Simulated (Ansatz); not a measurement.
Reaction (redistribution): `BC1=CB1` + `CCBO` → `BBCC` + `OC1=CB1`

Isolated molecules relaxed with PBE0-D4/def2-TZVP in Ansatz; ΔE leaves out vibrations. CCSD(T)/CBS adds triple-zeta CCSD(T) − MP2 to the extrapolated MP2 energy (def2 sets, frozen cores). Functionals use def2-TZVPP. B3LYP here is the variant with VWN-RPA as its local correlation; programs differ in this. Each species was taken in one conformer, which may not be the lowest.

`BC1=CB1`:

Cartesian coordinates in Å:
```
B 1.190 0.165 -0.500
C 0.269 -0.571 0.356
C -0.949 -0.746 0.873
B -0.898 0.389 -0.019
H 1.324 -0.175 -1.638
H 1.826 1.063 -0.034
H -1.414 -1.440 1.554
H -1.348 1.314 -0.592
```

`CCBO`:

Z-matrix (Å, degrees):
```
C
C 1 1.528
H 1 1.093 2 111.4
H 1 1.092 2 111.9 3 120.3
H 1 1.093 2 111.0 3 -119.3
B 2 1.569 1 114.3 3 64.5
H 2 1.098 1 110.4 3 -62.4
H 2 1.101 1 108.7 3 -177.6
O 6 1.355 2 123.5 1 -141.1
H 6 1.202 2 121.4 1 40.3
H 9 0.962 6 113.1 2 1.8
```

`BBCC`:

Z-matrix (Å, degrees):
```
C
B 1 1.563
C 1 1.523 2 118.3
H 1 1.101 2 106.5 3 -125.5
H 1 1.101 2 106.4 3 125.4
B 2 1.639 1 129.0 3 -0.1
H 2 1.210 1 115.9 3 179.9
H 3 1.093 1 111.1 2 59.7
H 3 1.093 1 111.1 2 -59.7
H 3 1.093 1 112.2 2 180.0
H 6 1.201 2 122.2 1 -91.6
H 6 1.201 2 122.2 1 91.6
```

`OC1=CB1`:

Z-matrix (Å, degrees):
```
C
C 1 1.346
B 1 1.470 2 62.7
O 1 1.325 2 138.0 3 -180.0
H 2 1.080 1 141.1 3 180.0
H 3 1.183 1 153.9 2 180.0
H 4 0.963 1 108.8 2 -180.0
```

```json
{"level": "LDA (SPW92)", "ΔE (kJ/mol)": "250.2", "difference from CCSD(T)/CBS": "-0.3"}
{"level": "r2SCAN-D4", "ΔE (kJ/mol)": "245.7", "difference from CCSD(T)/CBS": "-4.8"}
{"level": "PBE-QIDH", "ΔE (kJ/mol)": "246.6", "difference from CCSD(T)/CBS": "-3.9"}
{"level": "B3LYP", "ΔE (kJ/mol)": "237.4", "difference from CCSD(T)/CBS": "-13.1"}
{"level": "BHLYP", "ΔE (kJ/mol)": "235.7", "difference from CCSD(T)/CBS": "-14.8"}
{"level": "CAM-B3LYP", "ΔE (kJ/mol)": "239.0", "difference from CCSD(T)/CBS": "-11.5"}
{"level": "SCS-MP2/def2-TZVPP", "ΔE (kJ/mol)": "251.4", "difference from CCSD(T)/CBS": "0.9"}
{"level": "HF/def2-QZVPP", "ΔE (kJ/mol)": "219.5", "difference from CCSD(T)/CBS": "-31.0"}
{"level": "MP2/def2-QZVPP", "ΔE (kJ/mol)": "263.0", "difference from CCSD(T)/CBS": "12.5"}
{"level": "SCS-MP2/def2-QZVPP", "ΔE (kJ/mol)": "252.4", "difference from CCSD(T)/CBS": "1.9"}
{"level": "CCSD(T)/CBS", "ΔE (kJ/mol)": "250.5", "difference from CCSD(T)/CBS": "0"}
```

Largest T1 diagnostic among the species: 0.013.

Leaving LDA and LC-ωPBE aside and taking each functional with its dispersion term where it has one, the values, not all of them listed here, spread over 13.9 kJ/mol, from ωB97X-V to ωB97M-V. LDA lies +11.6 kJ/mol from PBE without D4. In def2-TZVPP, CCSD(T) changes the Hartree–Fock value by +30.5 kJ/mol (the triples alone add +6.0 kJ/mol) and MP2 by +43.3 kJ/mol.
